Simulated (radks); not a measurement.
Values are calculated unless marked as measured or tabulated.
Problem. Isoelectronic series with 3 electrons, all held in the configuration [He] 2s1, which need not be the ground one along the series. Code: a radial shooting solver on a logarithmic mesh with Libxc functionals. Model: scalar-relativistic Kohn-Sham, r2SCAN, spin-polarised, spherical densities, finite nucleus; open shells are filled with parallel spins first (spin-orbit coupling, left out, can overturn this in heavy ions); meta-GGA in the generalised Kohn-Sham scheme; Fermi nuclear charge, rms radius of each element as measured or else 0.836 A^(1/3) + 0.57 fm. Total energies (hartree) and orbital eigenvalues (hartree):

ion,E (hartree),2s up,1s down
Cd45+,-2627.95094,-277.3910,-1137.879
In46+,-2743.64645,-290.0408,-1188.531
Sn47+,-2862.10843,-303.0083,-1240.402
Sb48+,-2983.36437,-316.2972,-1293.503
Te49+,-3107.43774,-329.9108,-1347.845
I50+,-3234.36247,-343.8532,-1403.442
Xe51+,-3364.16066,-358.1278,-1460.302

Estimate the row of Cs52+.

Solution. E (hartree) -3496.8656; 2s up -372.7388; 1s down -1518.442.
